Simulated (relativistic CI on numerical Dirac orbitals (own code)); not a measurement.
## Sc2+: M2,3 absorption edge

Computed with this model: Dirac-Coulomb-Breit CI, KLI orbitals optimised for each configuration, model QED, valence Slater integrals scaled by 0.9, multiplet model of core-to-valence dipole absorption; configurations [Ar] 3d → [Ne] 3s2 3p5 3d2; 10 K; Lorentzian 1.2 eV and Gaussian 0.3 eV FWHM. Energies are those of the free ion, without screening or charge transfer. The branching ratio is the share of the lower-energy edge in the whole absorption, uncertain by about 0.02 where the edges overlap. S is read from ⟨S²⟩ = S(S + 1).

Field parameters in Wybourne normalisation: D3d B²₀ = −7Dσ, B⁴₀ = −14Dq − 21Dτ, B⁴₃ = −14√(10/7) Dq; D4h B²₀ = −7Ds, B⁴₀ = 21(Dq − Dt), B⁴₄ = 21√(5/14) Dq; Oh B⁴₀ = 21Dq, B⁴₄ = √(5/14) B⁴₀; Td as Oh with Dq negative (B⁴₀ = 21Dq, B⁴₄ = √(5/14) B⁴₀). The field is a parameter set, without covalency.

Peaks in eV (height, largest 100): 39.5 (100), 43.2 (97).

Which surroundings give this spectrum?
A. D3d, 10Dq = 11100, Dσ = 90, Dτ = -330 cm⁻¹
B. D4h, 10Dq = 6750, Ds = -950, Dt = 210 cm⁻¹
C. Oh, 10Dq = 22250 cm⁻¹
D. Td, 10Dq = -4550 cm⁻¹

A. D3d, 10Dq = 11100, Dσ = 90, Dτ = -330 cm⁻¹, where the ground state has S = 0.50.
